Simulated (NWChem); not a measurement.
Species: GeSiH$_{3}$I, singlet; SMILES [Ge]([I])[SiH3]

```xyz
6

Ge     0.9195    -1.0270     0.0000
I     -0.1098     1.3173     0.0000
Si    -1.3052    -2.1337     0.0000
H     -1.1785    -3.6277     0.0000
H     -2.0750    -1.7272    -1.2187
H     -2.0750    -1.7272     1.2187
```
Atoms are numbered in this order, from 1.

Program: NWChem. Medium grid unless said otherwise, to which SCAN and Minnesota functionals are sensitive. Low-valent species are run as closed-shell singlets; no triplet was tried in these runs. Coordinates come from a PBE0/def2-SVP optimisation. def2 effective core potentials on I; no spin-orbit coupling.

Among these, which level gives the lowest value of “orbital gap (eV)”?
A) M05-2X/def2-SVP
B) BHandHLYP/def2-SVP
C) MPW1K/def2-SVP
D) PBE/def2-SVP

D, PBE/def2-SVP. Values: PBE/def2-SVP 1.38; MPW1K/def2-SVP 4.28; BHandHLYP/def2-SVP 4.72; M05-2X/def2-SVP 5.01
